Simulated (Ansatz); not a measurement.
A short molecular-dynamics run on the cluster K₃O⁺ (the lowest singlet isomer of a short search).

```yaml
crystal:
  periodic: [false, false, false]
  atoms:
    - {symbol: K, position_ang: [-1.722892, 1.597231, 0.228666]}
    - {symbol: K, position_ang: [-0.401688, -2.257527, 0.561317]}
    - {symbol: K, position_ang: [2.124904, 0.660734, -0.788335]}
    - {symbol: O, position_ang: [-0.000314, -0.000438, -0.001658]}
basis:
  gaussian: {orbitals: def2-SVP}
total_charge: 1
magnetization: {spin_polarized: true, initial_magnetization: 0}
hamiltonian: {xc: {name: PBE}, dispersion: d3bjatm}
md: {timestep: 0.5 fs, n_steps: 15, ensemble: nvt_nose_hoover, temperature: 1500, initial_velocities: maxwell_boltzmann, seed: 334}
scf: {omitted_lower_state_checks: [starts]}
```

```sh
$ ansatz run in.yaml --threads 4 --pin off --events-out ev --progress --plain --max-ram 3916MiB
```

```json
{"step": "0", "time (fs)": "0.0", "potential energy (eV)": "-50990.8112", "kinetic (eV)": "0.3878", "T (K)": "1500", "conserved (eV)": "-50990.4234"}
{"step": "1", "time (fs)": "0.5", "potential energy (eV)": "-50990.8108", "kinetic (eV)": "0.3874", "T (K)": "1498", "conserved (eV)": "-50990.4234"}
{"step": "2", "time (fs)": "1.0", "potential energy (eV)": "-50990.8098", "kinetic (eV)": "0.3864", "T (K)": "1495", "conserved (eV)": "-50990.4234"}
{"step": "3", "time (fs)": "1.5", "potential energy (eV)": "-50990.8082", "kinetic (eV)": "0.3848", "T (K)": "1488", "conserved (eV)": "-50990.4234"}
{"step": "4", "time (fs)": "2.0", "potential energy (eV)": "-50990.8061", "kinetic (eV)": "0.3827", "T (K)": "1480", "conserved (eV)": "-50990.4234"}
{"step": "5", "time (fs)": "2.5", "potential energy (eV)": "-50990.8034", "kinetic (eV)": "0.3800", "T (K)": "1470", "conserved (eV)": "-50990.4234"}
{"step": "6", "time (fs)": "3.0", "potential energy (eV)": "-50990.8003", "kinetic (eV)": "0.3769", "T (K)": "1458", "conserved (eV)": "-50990.4234"}
{"step": "7", "time (fs)": "3.5", "potential energy (eV)": "-50990.7967", "kinetic (eV)": "0.3733", "T (K)": "1444", "conserved (eV)": "-50990.4234"}
{"step": "8", "time (fs)": "4.0", "potential energy (eV)": "-50990.7926", "kinetic (eV)": "0.3692", "T (K)": "1428", "conserved (eV)": "-50990.4234"}
{"step": "9", "time (fs)": "4.5", "potential energy (eV)": "-50990.7881", "kinetic (eV)": "0.3648", "T (K)": "1411", "conserved (eV)": "-50990.4234"}
{"step": "10", "time (fs)": "5.0", "potential energy (eV)": "-50990.7833", "kinetic (eV)": "0.3599", "T (K)": "1392", "conserved (eV)": "-50990.4234"}
{"step": "11", "time (fs)": "5.5", "potential energy (eV)": "-50990.7781", "kinetic (eV)": "0.3547", "T (K)": "1372", "conserved (eV)": "-50990.4234"}
{"step": "12", "time (fs)": "6.0", "potential energy (eV)": "-50990.7726", "kinetic (eV)": "0.3492", "T (K)": "1351", "conserved (eV)": "-50990.4234"}
{"step": "13", "time (fs)": "6.5", "potential energy (eV)": "-50990.7668", "kinetic (eV)": "0.3435", "T (K)": "1329", "conserved (eV)": "-50990.4234"}
{"step": "14", "time (fs)": "7.0", "potential energy (eV)": "-50990.7608", "kinetic (eV)": "0.3375", "T (K)": "1305", "conserved (eV)": "-50990.4234"}
{"step": "15", "time (fs)": "7.5", "potential energy (eV)": "-50990.7546", "kinetic (eV)": "0.3313", "T (K)": "1282", "conserved (eV)": "-50990.4234"}
```

Velocities are drawn at the set temperature; a run this short doesn't reach equilibrium.

Frames (Å, forces in eV/Å):

```xyz
4
time=0.0 fs
K    -1.723    1.597    0.229   -0.131    0.121    0.017
K    -0.402   -2.258    0.561   -0.030   -0.172    0.042
K     2.125    0.661   -0.788    0.161    0.050   -0.061
O     0.000    0.000   -0.002    0.000    0.001    0.002
4
time=0.5 fs
K    -1.722    1.597    0.228   -0.102    0.094    0.013
K    -0.404   -2.257    0.562   -0.029   -0.188    0.045
K     2.124    0.663   -0.789    0.188    0.054   -0.070
O     0.007   -0.006   -0.002   -0.057    0.040    0.012
4
time=1.0 fs
K    -1.721    1.596    0.228   -0.074    0.069    0.009
K    -0.407   -2.257    0.563   -0.029   -0.204    0.048
K     2.123    0.666   -0.789    0.215    0.059   -0.079
O     0.014   -0.011   -0.003   -0.113    0.077    0.021
4
time=1.5 fs
K    -1.721    1.596    0.228   -0.047    0.044    0.006
K    -0.409   -2.257    0.563   -0.028   -0.220    0.051
K     2.122    0.668   -0.789    0.243    0.064   -0.088
O     0.021   -0.016   -0.004   -0.168    0.113    0.031
4
time=2.0 fs
K    -1.720    1.595    0.228   -0.021    0.020    0.003
K    -0.412   -2.257    0.564   -0.027   -0.236    0.054
K     2.121    0.671   -0.789    0.270    0.069   -0.097
O     0.028   -0.021   -0.004   -0.222    0.147    0.041
4
time=2.5 fs
K    -1.719    1.595    0.228    0.004   -0.003    0.000
K    -0.414   -2.257    0.565   -0.027   -0.252    0.057
K     2.120    0.673   -0.790    0.298    0.075   -0.107
O     0.035   -0.027   -0.005   -0.275    0.180    0.050
4
time=3.0 fs
K    -1.719    1.594    0.228    0.027   -0.025   -0.003
K    -0.417   -2.257    0.566   -0.026   -0.268    0.060
K     2.119    0.676   -0.790    0.326    0.081   -0.117
O     0.042   -0.032   -0.006   -0.327    0.212    0.060
4
time=3.5 fs
K    -1.718    1.594    0.227    0.050   -0.045   -0.006
K    -0.420   -2.257    0.566   -0.026   -0.283    0.063
K     2.118    0.678   -0.790    0.354    0.087   -0.126
O     0.049   -0.037   -0.006   -0.378    0.242    0.069
4
time=4.0 fs
K    -1.717    1.593    0.227    0.072   -0.065   -0.009
K    -0.422   -2.257    0.567   -0.026   -0.299    0.066
K     2.117    0.681   -0.790    0.381    0.093   -0.136
O     0.056   -0.042   -0.007   -0.427    0.271    0.078
4
time=4.5 fs
K    -1.717    1.593    0.227    0.093   -0.084   -0.011
K    -0.425   -2.257    0.568   -0.026   -0.313    0.069
K     2.116    0.684   -0.791    0.409    0.100   -0.146
O     0.063   -0.047   -0.008   -0.476    0.298    0.088
4
time=5.0 fs
K    -1.716    1.592    0.227    0.112   -0.102   -0.014
K    -0.427   -2.257    0.568   -0.026   -0.328    0.072
K     2.115    0.686   -0.791    0.436    0.106   -0.156
O     0.070   -0.052   -0.008   -0.523    0.324    0.097
4
time=5.5 fs
K    -1.715    1.592    0.227    0.131   -0.119   -0.016
K    -0.430   -2.257    0.569   -0.025   -0.342    0.075
K     2.114    0.689   -0.791    0.463    0.113   -0.165
O     0.077   -0.057   -0.009   -0.569    0.348    0.106
4
time=6.0 fs
K    -1.714    1.591    0.226    0.149   -0.135   -0.018
K    -0.432   -2.257    0.570   -0.025   -0.356    0.078
K     2.113    0.691   -0.791    0.490    0.120   -0.175
O     0.083   -0.062   -0.009   -0.613    0.371    0.115
4
time=6.5 fs
K    -1.714    1.591    0.226    0.166   -0.151   -0.020
K    -0.435   -2.257    0.571   -0.025   -0.370    0.081
K     2.112    0.694   -0.792    0.516    0.127   -0.184
O     0.090   -0.067   -0.010   -0.656    0.393    0.123
4
time=7.0 fs
K    -1.713    1.590    0.226    0.182   -0.165   -0.022
K    -0.438   -2.257    0.571   -0.025   -0.383    0.083
K     2.111    0.696   -0.792    0.542    0.134   -0.194
O     0.096   -0.072   -0.010   -0.698    0.414    0.132
4
time=7.5 fs
K    -1.712    1.590    0.226    0.197   -0.179   -0.023
K    -0.440   -2.257    0.572   -0.026   -0.395    0.086
K     2.111    0.699   -0.792    0.567    0.141   -0.203
O     0.103   -0.076   -0.011   -0.738    0.433    0.140
```

Run time 39 s (4 threads of Arm Neoverse V1 on a shared host).
